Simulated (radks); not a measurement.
The krypton ion Kr2+ inside a hard spherical wall (all orbitals vanish at R), configuration held at [Ar] 3d10 4s2 4p4 and not refilled when levels cross. Method: scalar-relativistic Kohn-Sham, r2SCAN, spin-polarised, spherical densities, finite nucleus; open shells are filled with parallel spins first; meta-GGA in the generalised Kohn-Sham scheme; Fermi nuclear charge, rms radius 4.1884 fm; computed with a radial shooting solver on a logarithmic mesh with Libxc functionals. Eigenvalues in eV for spin up, with the zero of energy where the potential of the charges vanishes at infinity; a dash marks a level that is unbound or too diffuse for the functional's potential to be trusted. A positive occupied level is held by the wall or, in an anion where self-interaction has pushed it up, behind a barrier. The pressure on the wall is -dE/dV.

R (bohr)	E (hartree)	kinetic (hartree)	e(3p)	e(3d)	e(4s)	e(4p)	e(4d, empty)	e(5s, empty)	pressure (GPa)
free	-2789.29503	2853.259	-225.22	-108.46	-48.162	-32.459	-11.846	-	0
15	-2789.29503	2853.259	-225.22	-108.46	-48.162	-32.459	-11.846	-	< 0.0001
12	-2789.29503	2853.259	-225.22	-108.46	-48.162	-32.459	-11.846	-	< 0.0001
10	-2789.29503	2853.259	-225.22	-108.46	-48.162	-32.459	-11.846	-11.277	< 0.0001
7	-2789.29501	2853.260	-225.22	-108.46	-48.161	-32.458	-11.790	-10.884	0.00285
6	-2789.29472	2853.264	-225.20	-108.45	-48.150	-32.447	-11.638	-10.071	0.0535
4	-2789.24519	2853.695	-224.06	-107.31	-47.347	-31.491	-8.770	0.235	17.8
2.5	-2787.51288	2862.116	-210.36	-93.836	-34.767	-15.676	16.548	73.068	1600
2	-2783.27144	2877.724	-194.07	-77.751	-11.237	12.369	53.057	172.22	8940
